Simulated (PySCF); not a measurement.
H4AlBO5, SMILES OB(O)[O][Al]([OH])[OH], singlet at its PBE0/def2-SVP optimised geometry (Å):

```
11

B     -1.9601    -0.8905     0.0000
O     -2.6993     0.2501     0.0000
O     -2.6295    -2.0783     0.0001
O     -0.5761    -0.8905     0.0000
Al     0.4789     0.4434    -0.0006
O      2.1619     0.3564     0.0048
O     -0.3539     1.9266    -0.0066
H     -2.1533     1.0507    -0.0024
H     -2.0069    -2.8104     0.0025
H      2.6993    -0.4362     0.0099
H      0.0158     2.8104    -0.0108
```

Computed with PySCF with PBE0/def2-TZVP.

Map of the electrostatic potential (hartree/e), clipped to [-0.08, 0.12] on the plane z = 0.8 Å:

```
|33333334444444555444444444444|
|33333334444445555554444444444|
|33333333444455555554444444444|
|33333333444456666555444444444|
|33333333344456776655444444444|
|33333333333457987655444433333|
|33333333333357987655443333333|
|33333333332357876654433333333|
|22223334432269866654333333333|
|22222345543369978764322223333|
|22111245764458999985211223333|
|21111136876579999995311123333|
|11000157766799999998742233344|
|11000289766799999999984334444|
|11000279887799999998986554444|
|11000259999889999996789765544|
|11101269999999899976789876544|
|11101369999998556666678766554|
|11000259999654234555667665554|
|11000269986432223445566655544|
|11000179865432223445555555544|
|11100147776543333444555555444|
|21110135887544333444444444444|
|22111235787554444444444444444|
|22222235666554444444444444444|
|22222334555544444444444444444|
|33333344455444444444444444444|
|33333334444444444444444444444|
|33333334444444444444444444444|
```
Scale: ten equal steps from -0.076 (start of '0') to 0.120 (end of '9'), in the order '0123456789'; x runs from -5.00 to 5.00, y from -5.00 (bottom) to 5.00 (top).
